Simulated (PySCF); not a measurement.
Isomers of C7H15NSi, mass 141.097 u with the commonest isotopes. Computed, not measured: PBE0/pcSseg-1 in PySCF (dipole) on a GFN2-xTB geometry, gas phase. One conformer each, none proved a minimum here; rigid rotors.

Problem. Order these by rotational constant B, largest first.
A. `[CH2:1]1[CH2:2][CH2:3][N:4]([SiH:5]2[CH2:6][CH2:7][CH2:8]2)[CH2:9]1` with C3–N4–Si5–C6 80°, C9–C1–C2–C3 1°, C1–C2–C3–N4 24°, C2–C3–N4–Si5 94°, N4–Si5–C6–C7 125°
B. `[CH2:1]=[CH:2][CH2:3][C@H:4]1[CH2:5][CH2:6][N:7]([SiH3:8])[CH2:9]1` with C1–C2–C3–C4 -117°, C2–C3–C4–C5 -64°, C3–C4–C5–C6 111°, C4–C5–C6–N7 -15°, C5–C6–N7–Si8 -161°, C6–N7–C9–C4 -42°
C. `[CH3:1][C@H:2]1[CH2:3][Si@@H:4]([NH:5][CH:6]2[CH2:7][CH2:8]2)[CH2:9]1` with C3–Si4–N5–C6 -94°, Si4–N5–C6–C7 111°, C1–C2–C3–Si4 134°, C2–C3–Si4–N5 -120°, N5–C6–C7–C8 109°, C3–Si4–C9–C2 10°
D. `[NH2:1][Si:2]1([CH2:3][CH:4]2[CH2:5][CH2:6]2)[CH2:7][CH2:8][CH2:9]1` with H–N1–Si2–C3 40° and -179°, N1–Si2–C3–C4 -58°, Si2–C3–C4–C5 156°

Solution. B (1238 MHz), A (832.1 MHz), D (735.4 MHz), C (596.8 MHz).

Problem. Order these by rotational constant C, largest first.
A. `[CH3:1][C@H:2]1[CH2:3][Si@@H:4]([NH:5][CH:6]2[CH2:7][CH2:8]2)[CH2:9]1` with C3–Si4–N5–C6 -94°, Si4–N5–C6–C7 111°, C1–C2–C3–Si4 134°, C2–C3–Si4–N5 -120°, N5–C6–C7–C8 109°, C3–Si4–C9–C2 10°
B. `[NH2:1][Si:2]1([CH2:3][CH:4]2[CH2:5][CH2:6]2)[CH2:7][CH2:8][CH2:9]1` with H–N1–Si2–C3 40° and -179°, N1–Si2–C3–C4 -58°, Si2–C3–C4–C5 156°
C. `[CH2:1]=[CH:2][CH2:3][C@H:4]1[CH2:5][CH2:6][N:7]([SiH3:8])[CH2:9]1` with C1–C2–C3–C4 -117°, C2–C3–C4–C5 -64°, C3–C4–C5–C6 111°, C4–C5–C6–N7 -15°, C5–C6–N7–Si8 -161°, C6–N7–C9–C4 -42°
D. `[CH2:1]1[CH2:2][CH2:3][N:4]([SiH:5]2[CH2:6][CH2:7][CH2:8]2)[CH2:9]1` with C3–N4–Si5–C6 80°, C9–C1–C2–C3 1°, C1–C2–C3–N4 24°, C2–C3–N4–Si5 94°, N4–Si5–C6–C7 125°

Solution. C (873.1 MHz), D (747.7 MHz), B (686.9 MHz), A (579.4 MHz).

Problem. Order these by rotational constant A, smallest first.
A. `[CH3:1][C@H:2]1[CH2:3][Si@@H:4]([NH:5][CH:6]2[CH2:7][CH2:8]2)[CH2:9]1` with C3–Si4–N5–C6 -94°, Si4–N5–C6–C7 111°, C1–C2–C3–Si4 134°, C2–C3–Si4–N5 -120°, N5–C6–C7–C8 109°, C3–Si4–C9–C2 10°
B. `[NH2:1][Si:2]1([CH2:3][CH:4]2[CH2:5][CH2:6]2)[CH2:7][CH2:8][CH2:9]1` with H–N1–Si2–C3 40° and -179°, N1–Si2–C3–C4 -58°, Si2–C3–C4–C5 156°
C. `[CH2:1]=[CH:2][CH2:3][C@H:4]1[CH2:5][CH2:6][N:7]([SiH3:8])[CH2:9]1` with C1–C2–C3–C4 -117°, C2–C3–C4–C5 -64°, C3–C4–C5–C6 111°, C4–C5–C6–N7 -15°, C5–C6–N7–Si8 -161°, C6–N7–C9–C4 -42°
D. `[CH2:1]1[CH2:2][CH2:3][N:4]([SiH:5]2[CH2:6][CH2:7][CH2:8]2)[CH2:9]1` with C3–N4–Si5–C6 80°, C9–C1–C2–C3 1°, C1–C2–C3–N4 24°, C2–C3–N4–Si5 94°, N4–Si5–C6–C7 125°

Solution. C (1715 MHz), B (3022 MHz), D (3384 MHz), A (3559 MHz).

```json
{"SMILES": "C1CCN([SiH]2CCC2)C1", "point group": "near Cs", "Ia (u·Å²)": "149.34", "Ib (u·Å²)": "607.35", "Ic (u·Å²)": "675.94", "κ": "-0.94", "μa (D)": "1.27", "μb (D)": "0.05", "μc (D)": "0.12"}
{"SMILES": "C[C@H]1C[Si@@H](NC2CC2)C1", "point group": "C1", "Ia (u·Å²)": "141.99", "Ib (u·Å²)": "846.83", "Ic (u·Å²)": "872.22", "κ": "-0.99", "μa (D)": "0.58", "μb (D)": "0.57", "μc (D)": "0.35"}
{"SMILES": "C=CC[C@H]1CCN([SiH3])C1", "point group": "C1", "Ia (u·Å²)": "294.76", "Ib (u·Å²)": "408.11", "Ic (u·Å²)": "578.87", "κ": "-0.13", "μa (D)": "0.63", "μb (D)": "1.04", "μc (D)": "0.15"}
{"SMILES": "N[Si]1(CC2CC2)CCC1", "point group": "C1", "Ia (u·Å²)": "167.25", "Ib (u·Å²)": "687.21", "Ic (u·Å²)": "735.74", "κ": "-0.96", "μa (D)": "0.66", "μb (D)": "0.47", "μc (D)": "0.76"}
```
